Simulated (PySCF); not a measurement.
Order these species by their calculated properties.

Species are written as SMILES; each is one conformer at its optimised geometry, gas phase, non-relativistic unless stated; the electronic structure was computed with PySCF and density fitting.

The conformers computed, where there is a choice (atom-mapped SMILES and torsion angles):
- `[N:1]#[C:2][C:3]1=[CH:4][SiH2:5][C@:6]1([F:7])[CH2:8][NH2:9]`: Si5–C6–C8–N9 -34°, H–N9–C8–C6 165°, H–N9–C8–C6 -75°
- `[CH3:1][C@@H:2]1[CH2:3][O:4][C@H:5]1[C:6]([NH2:7])=[O:8]`: O4–C5–C6–N7 -3°, H–N7–C6–C5 -5°, H–N7–C6–C5 -178°
- `[NH2:1][SiH2:2][NH:3][SiH3:4]`: N1–Si2–N3–Si4 174°, H–N1–Si2–N3 175°, H–N1–Si2–N3 -51°
- `[CH3:1][c:2]1[n:3][cH:4][c:5]([CH:6]=[O:7])[s:8]1`: C4–C5–C6–O7 180°
- `[CH2:1]=[CH:2][CH2:3][CH:4]=[CH2:5]`: C1–C2–C3–C4 117°, C2–C3–C4–C5 117°
- `[CH3:1][S:2][SiH2:3][C:4]([CH3:5])=[C:6]([F:7])[F:8]`: C1–S2–Si3–C4 178°, S2–Si3–C4–C5 5°

The conformers of `CC[C@@H]1C=C[C@@H](F)[SiH2]1` aren't listed.

**Question.** Rank by lowest triplet excitation (Tamm–Dancoff), highest first (TDA PBE0/def2-SVPD at GFN2-xTB geometries).
A. `C=C1C[C@@H]1C`
B. `[C@H]1(OC[C@H]1C)C(=O)N`
C. `C(=CC)=CC`
D. `N#CC1=C[SiH2][C@]1(F)CN`

**Answer.** B (5.16 eV), C (4.56 eV), A (4.43 eV), D (3.61 eV).

**Question.** Give the two extremes of that set in kJ/mol.

**Answer.** `N#CC1=C[SiH2][C@]1(F)CN`: 348 kJ/mol; `C[C@@H]1CO[C@H]1C(N)=O`: 498 kJ/mol.

**Question.** Rank by HOMO–LUMO gap, highest first (PBE0/def2-SVPD at GFN2-xTB geometries).
A. `N#CC1=C[SiH2][C@]1(F)CN`
B. `N[SiH2]N[SiH3]`
C. `C=C1C[C@@H]1C`
D. `C=CCC=C`
E. `c1(C)sc(cn1)C=O`

**Answer.** C (7.63 eV), B (7.53 eV), D (7.27 eV), A (5.64 eV), E (5.34 eV).

**Question.** Give the two extremes of that set in kcal/mol.

**Answer.** `Cc1ncc(C=O)s1`: 123 kcal/mol; `C=C1C[C@@H]1C`: 176 kcal/mol.

**Question.** Rank by lowest singlet excitation, highest first (TDDFT PBE0/def2-SVPD at GFN2-xTB geometries).
A. `N#CC1=C[SiH2][C@]1(F)CN`
B. `CC[C@@H]1C=C[C@@H](F)[SiH2]1`
C. `C[C@H]1CC1=C`
D. `[C@H]1(C)[C@H](C(=O)N)OC1`
E. `CC=C=CC`
F. `CC1=NC=C(C=O)S1`

**Answer.** C (6.43 eV), B (6.16 eV), E (5.86 eV), D (5.63 eV), A (4.53 eV), F (3.65 eV).

**Question.** Rank by electronic spatial extent ⟨r²⟩ about the centre of nuclear charge, lowest first (PBE0/def2-SVPD at GFN2-xTB geometries).
A. `CC=C=CC`
B. `N[SiH2]N[SiH3]`
C. `n1nc(cc(C)c1F)[SiH3]`
D. `C=C1C[C@@H]1C`
E. `Cc1ncc(C=O)s1`
F. `C=CCC=C`
G. `N#CC1=C[SiH2][C@]1(F)CN`
H. `NC([C@@H]1OC[C@H]1C)=O`

**Answer.** D (447 bohr²), F (555 bohr²), A (603 bohr²), B (712 bohr²), H (988 bohr²), E (1139 bohr²), G (1277 bohr²), C (1590 bohr²).

**Question.** Rank by smallest rotational constant, lowest first (GFN2-xTB).
A. `N#CC1=C[SiH2][C@]1(F)CN`
B. `N[SiH2]N[SiH3]`
C. `C=C1C[C@@H]1C`
D. `CS[SiH2]C(C)=C(F)F`
E. `Cc1ncc(C=O)s1`

**Answer.** D (0.563 GHz), E (0.979 GHz), A (1.079 GHz), B (1.757 GHz), C (3.220 GHz).

**Question.** Rank by dipole moment, lowest first (PBE0/def2-SVPD at GFN2-xTB geometries).
A. `Cc1cc([SiH3])nnc1F`
B. `C=C1C[C@@H]1C`
C. `Cc1ncc(C=O)s1`
D. `C=CCC=C`
E. `N[SiH2]N[SiH3]`

**Answer.** D (0.13 D), B (0.51 D), E (1.34 D), C (2.89 D), A (4.64 D).
